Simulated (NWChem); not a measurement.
Program: NWChem. System: H2O3P, charge 0, spin multiplicity 2, at a geometry optimised with UPBE/def2-SVP. The structure started from a generated list of species. Its SCF solution wasn't tested for a lower state. Level: UMP2/def2-TZVP, 8 core orbitals frozen.

Input file:

```
start mol
memory heap 200 mb stack 900 mb global 1100 mb
geometry units angstroms nocenter noautoz noautosym
  O      1.494534    -0.066878     0.521660
  P      0.222176    -0.005186    -0.286445
  O     -0.949593    -1.153594     0.038713
  O     -0.689959     1.338081     0.010477
  H     -0.558507    -2.050604     0.007272
  H     -1.613984     1.187513    -0.277408
end
basis spherical
  * library def2-tzvp
end
scf
  uhf
  nopen 1
  maxiter 100
  thresh 1e-7
  semidirect memsize 60000000 filesize 0
  # guess.movecs holds the orbitals of an unrestricted PBE0 run
  vectors input guess.movecs output mol.movecs
end
mp2
  freeze core 8
end
task mp2 energy
```

Part of the output:

```
             Northwest Computational Chemistry Package (NWChem) 7.3.0
             --------------------------------------------------------

                                NWChem Input Module
                                -------------------

 Scaling coordinates for geometry "geometry" by  1.889725989
 (inverse scale =  0.529177249)

                             Geometry "geometry" -> ""
                             -------------------------

 Output coordinates in angstroms (scale by  1.889725989 to convert to a.u.)

  No.       Tag          Charge          X              Y              Z
 ---- ---------------- ---------- -------------- -------------- --------------
    1 O                    8.0000     1.49453400    -0.06687800     0.52166000
    2 P                   15.0000     0.22217600    -0.00518600    -0.28644500
    3 O                    8.0000    -0.94959300    -1.15359400     0.03871300
    4 O                    8.0000    -0.68995900     1.33808100     0.01047700
    5 H                    1.0000    -0.55850700    -2.05060400     0.00727200
    6 H                    1.0000    -1.61398400     1.18751300    -0.27740800

 Effective nuclear repulsion energy (a.u.)     178.9841078318

            Nuclear Dipole moment (a.u.)
            ----------------------------
        X                 Y               Z
 ---------------- ---------------- ----------------
     0.0000094486    -0.0000170075    -0.0000207870


 Summary of "ao basis" -> "" (spherical)
 ------------------------------------------------------------------------------
       Tag                 Description            Shells   Functions and Types
 ---------------- ------------------------------  ------  ---------------------
 *                         def2-tzvp                  on all atoms

 Summary of "ao basis" -> "ao basis" (spherical)
 ------------------------------------------------------------------------------
       Tag                 Description            Shells   Functions and Types
 ---------------- ------------------------------  ------  ---------------------
 O                         def2-tzvp                11       31   5s3p2d1f
[...]
  AO/Fock/Back tols     =   1.0D-09  1.0D-09  1.0D-09

 GA uses MA = F    GA memory limited = T

 Available:
  local mem=  1.26D+08
 global mem=  1.44D+08
 local disk=  0.00D+00
  mp2_memr nvloc                   121
  nvloc new                   121
   1 passes of  13:        5242880                     119753                  52751734.
   1 passes of  13: M    126148795           G      144138872           F     120905915.

 Semi-direct pass number   1 of   1  for UHF alpha       at       15.5s
  vrange nnbf                  9857
  mp2_eaftype                   201  avail_ma_in_mb                  1099
 EAF : mp2_eaftype filesize         201   26375867.
  mp2_eaf for mointskh                    201
Node 0 wrote    124.0 Mb in      0.0 s     Agg I/O rate:  5108.1 Mb/s
 Done moints_semi at       21.2s
  mp2_eaftype                   201  avail_ma_in_mb                   898
 EAF : mp2_eaftype filesize         201   26375867.
  mp2_eaf for kh                   201
 Done maket at       21.5s
 Done multipass loop at       21.5s

 GA uses MA = F    GA memory limited = T

 Available:
  local mem=  1.26D+08
 global mem=  1.44D+08
 local disk=  0.00D+00
  mp2_memr nvloc                   122
  nvloc new                   122
   1 passes of  12:        5242880                     114305                  49098730.
   1 passes of  12: M    126148795           G      144138872           F     120905915.

 Semi-direct pass number   1 of   1  for UHF beta        at       21.6s
  vrange nnbf                  9857
  mp2_eaftype                   187  avail_ma_in_mb                  1099
 EAF : mp2_eaftype filesize         187   24549365.
  mp2_eaf for mointskh                    187
Node 0 wrote    115.4 Mb in      0.0 s     Agg I/O rate:  5316.2 Mb/s
 Done moints_semi at       27.1s
  mp2_eaftype                   187  avail_ma_in_mb                   912
 EAF : mp2_eaftype filesize         187   24549365.
  mp2_eaf for kh                   187
 Done maket at       27.4s
 Done multipass loop at       27.4s

          -------------------------------------------
          SCF energy                -566.645317680812
          Correlation energy          -0.847611787177
          Singlet pairs                0.000000000000
          Triplet pairs                0.000000000000
          Total MP2 energy          -567.492929467989
          -------------------------------------------

          ---------------------------------------------------
                    Spin Component Scaled (SCS) MP2
          Same spin pairs                     -0.223671036648
          Same spin scaling factor             0.333333333333
          Opposite spin pairs                 -0.623940750529
          Opposite spin scaling fact.          1.200000000000
          SCS-MP2 correlation energy          -0.823285912851
          Total SCS-MP2 energy              -567.468603593663
          ---------------------------------------------------

 -----------------------
 Performance information
 -----------------------

 Timer overhead =  1.56D-07 seconds/call

               Nr. of calls         CPU time (s)                 Wall time (s)                GFlops
             ---------------    -------------------     ------------------------------   -------------------
Name         Min   Avg   Max    Min     Avg     Max     Min     Avg     Max   Mx/calls   Min     Max     Sum
mp2: moin     2     2     2    11.     11.     11.      11.     11.     11.     5.6      0.0     0.0     0.0
mp2: make     2     2     2   0.64    0.64    0.64     0.64    0.64    0.64    0.32      0.0     0.0     0.0
mp2: tota     1     1     1    12.     12.     12.      12.     12.     12.     12.      0.0     0.0     0.0

 The average no. of pstat calls per process was 5.00D+00
 with a timing overhead of 7.79D-07s

 Task  times  cpu:       27.4s     wall:       27.4s

 Total times  cpu:       27.4s     wall:       27.4s
```
